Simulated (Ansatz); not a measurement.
C4H10Ge (SMILES C=[CH][GeH]([CH3])[CH3]), singlet, at a GFN2-xTB geometry, atoms displaced at random by about 0.08 Å a coordinate; PBE/STO-3G, gradient (Ansatz, an electronic-structure program).

Ansatz was given this input:
Ansatz 0.2 input:
```yaml
crystal:
  periodic: [false, false, false]
  atoms:
    - {symbol: Ge, position_ang: [-0.31105548, -0.05126228, -0.32787039]}
    - {symbol: C, position_ang: [-1.02493052, 2.15012523, -0.05873530]}
    - {symbol: C, position_ang: [-1.08002593, -1.04609547, 0.87634919]}
    - {symbol: C, position_ang: [1.59890730, -0.13237118, -0.19999412]}
    - {symbol: C, position_ang: [2.32360589, -0.82673007, 0.65131339]}
    - {symbol: H, position_ang: [-0.78792711, -0.17126817, -1.69487896]}
    - {symbol: H, position_ang: [-2.04687702, 1.90548221, 0.01568000]}
    - {symbol: H, position_ang: [-0.56731168, 2.49634393, -0.67225051]}
    - {symbol: H, position_ang: [-0.35678359, 2.37559610, 1.05891566]}
    - {symbol: H, position_ang: [-0.75915278, -2.07098052, 0.74569039]}
    - {symbol: H, position_ang: [-0.85716896, -0.97895878, 1.94115607]}
    - {symbol: H, position_ang: [-2.16749791, -0.99548699, 0.81131514]}
    - {symbol: H, position_ang: [2.36706540, 0.29689638, -1.01603641]}
    - {symbol: H, position_ang: [1.84900442, -1.42911624, 1.38322309]}
    - {symbol: H, position_ang: [3.49086564, -0.85753358, 0.52814876]}
basis:
  gaussian:
    orbitals: STO-3G
hamiltonian:
  xc: pbe
output: {forces: true}
```

Output, abridged:

```
Functional definition: PBE
599 factors; integrals over basis functions are off by at most 4.0e-5 eV
mean field evaluation 1: about -59672.1013 eV, gradient 5.0e2 eV
mean field evaluation 2: about -59800.2317 eV, gradient 1.5e2 eV
mean field evaluation 4: about -59706.7181 eV, gradient 2.2e2 eV
mean field evaluation 8: about -60105.1043 eV, gradient 1.0e1 eV
mean field evaluation 16: about -60105.3198 eV, gradient 5.6e-2 eV
mean field -60105.31977861 eV, -2208.8297610148 hartree, gradient 3.8e-5 eV, S^2 0.000000; 0 other end points of the search recorded, 0 dependent functions left out
the calculation of the forces begins
reference -60105.31980755 eV, -2208.8297620784 hartree; 33, 33 occupied and 15, 15 virtual orbitals, 599 factors
Total energy: -60105.31980755 eV, -2208.8297620784 hartree
Atom 0 at    -0.311055    -0.051262    -0.327870 Å, force     0.943578     4.126064    -0.748734 eV/Å
Atom 1 at    -1.024931     2.150125    -0.058735 Å, force    -4.467226   -12.941374    20.585156 eV/Å
Atom 2 at    -1.080026    -1.046095     0.876349 Å, force    -0.115673    -0.602907     0.430250 eV/Å
Atom 3 at     1.598907    -0.132371    -0.199994 Å, force     0.030897     2.029166    -4.108041 eV/Å
Atom 4 at     2.323606    -0.826730     0.651313 Å, force     3.504037    -0.539573     0.083842 eV/Å
Atom 5 at    -0.787927    -0.171268    -1.694879 Å, force     0.440498    -0.277552     0.804303 eV/Å
Atom 6 at    -2.046877     1.905482     0.015680 Å, force    -1.852363     0.823009    -0.051716 eV/Å
Atom 7 at    -0.567312     2.496344    -0.672251 Å, force    10.606390     9.777000   -16.645380 eV/Å
Atom 8 at    -0.356784     2.375596     1.058916 Å, force    -3.270689    -0.488817    -4.013301 eV/Å
Atom 9 at    -0.759153    -2.070981     0.745690 Å, force    -0.369866    -1.233526    -0.632431 eV/Å
Atom 10 at    -0.857169    -0.978959     1.941156 Å, force     0.308349     1.192959     0.500968 eV/Å
Atom 11 at    -2.167498    -0.995487     0.811315 Å, force    -0.507233    -0.373156    -0.025735 eV/Å
Atom 12 at     2.367065     0.296896    -1.016036 Å, force    -2.575900    -0.203624     1.410480 eV/Å
Atom 13 at     1.849004    -1.429116     1.383223 Å, force    -0.316517    -1.107182     1.765772 eV/Å
Atom 14 at     3.490866    -0.857534     0.528149 Å, force    -2.358282    -0.180486     0.644567 eV/Å
Dipole moment:    -0.078861    -0.187752    -0.007287 e Å
```
